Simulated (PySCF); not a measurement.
C₇H₅N₃S, SMILES c1nc(sc1)-c1ncccn1. Atoms are numbered in the order given.

```xyz
16

C     -0.1152    -3.3780     0.0000
C      1.1389    -2.7608     0.0000
N      1.2848    -1.4377     0.0000
C      0.1605    -0.7116     0.0000
C      0.2758     0.7559     0.0000
N      1.3839     1.4443     0.0000
C      1.1327     2.7844     0.0000
C     -0.1973     3.1384     0.0000
S     -1.1891     1.7285     0.0000
N     -1.0896    -1.2014     0.0000
C     -1.2216    -2.5252     0.0000
H     -0.2240    -4.4636     0.0000
H      2.0591    -3.3571     0.0000
H      1.9643     3.4915     0.0000
H     -0.6267     4.1388     0.0000
H     -2.2436    -2.9215     0.0000
```
Charge 0, spin multiplicity 1.

Geometry: B3LYP-D3(BJ)/def2-SVP. Other conformers were not sampled.

Two levels are set side by side: PBE/pcSseg-1 (PySCF) and PBE0/pcSseg-1 (PySCF). GIAO shifts against H2S (³³S), NH3 (¹⁵N), TMS (¹H), TMS (¹³C) at the same level; non-relativistic, no solvent, atoms listed together averaged. Differences are taken from unrounded values.

```
quantity              PBE
------------------  -----
δ(¹³C) of C1 (ppm)  126.0
δ(¹³C) of C4 (ppm)  165.2
δ(¹³C) of C5 (ppm)  173.6
δ(¹⁵N) of N6 (ppm)  373.8
δ(¹³C) of C7 (ppm)  150.5
δ(¹³C) of C8 (ppm)  133.3
δ(³³S) of S9 (ppm)  532.1
δ(¹H) of H12 (ppm)   7.08
δ(¹H) of H14 (ppm)   8.31
δ(¹H) of H15 (ppm)   7.55
```

**Question.** These are the PBE values. What does PBE0 give? (Estimate from the structure and the level; the computed values follow.)

**Answer.** 
```
quantity             PBE0  PBE minus PBE0
------------------  -----  --------------
δ(¹³C) of C1 (ppm)  127.5            -1.6
δ(¹³C) of C4 (ppm)  167.9            -2.7
δ(¹³C) of C5 (ppm)  176.5            -2.9
δ(¹⁵N) of N6 (ppm)  379.9            -6.2
δ(¹³C) of C7 (ppm)  152.2            -1.7
δ(¹³C) of C8 (ppm)  135.9            -2.5
δ(³³S) of S9 (ppm)  519.8            12.3
δ(¹H) of H12 (ppm)   7.32           -0.24
δ(¹H) of H14 (ppm)   8.41           -0.10
δ(¹H) of H15 (ppm)   7.68           -0.13
```

Rough cost on one machine, each run with all the roots and properties that it gave: PBE0 against PBE within a factor of 2.
